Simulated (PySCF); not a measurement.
F2GeH2O. Atoms are numbered in the order given.

```xyz
6

Ge    -0.0002    -0.2768     0.0000
O      1.6614     0.2774     0.0000
F     -0.8319     0.3996     1.3605
F     -0.8319     0.3996    -1.3605
H     -0.0656    -1.7948     0.0000
H      1.7548     1.2408     0.0000
```
Charge 0, spin multiplicity 1.

Geometry optimised at B3LYP-D3(BJ)/def2-SVP. Other conformers were not sampled.

All values below come from CAM-B3LYP/def2-TZVPD (PySCF).

Gas-phase values at a fixed geometry.

Computed frontier levels, gap, dipole moment and polarisability:
```yaml
highest_occupied_level: -11.67 eV
lowest_empty_level: 0.10 eV
orbital_gap: 11.77 eV
dipole_moment: 1.31 D
quadrupole, principal values (traceless, Buckingham form, about the centre of nuclear charge): -5.39, -5.38, 10.77 D·Å
mean_static_polarisability: 33.1 bohr³ (4.91 Å³)
polarisability_principal_values: 31.7, 32.7, 34.9 bohr³
```
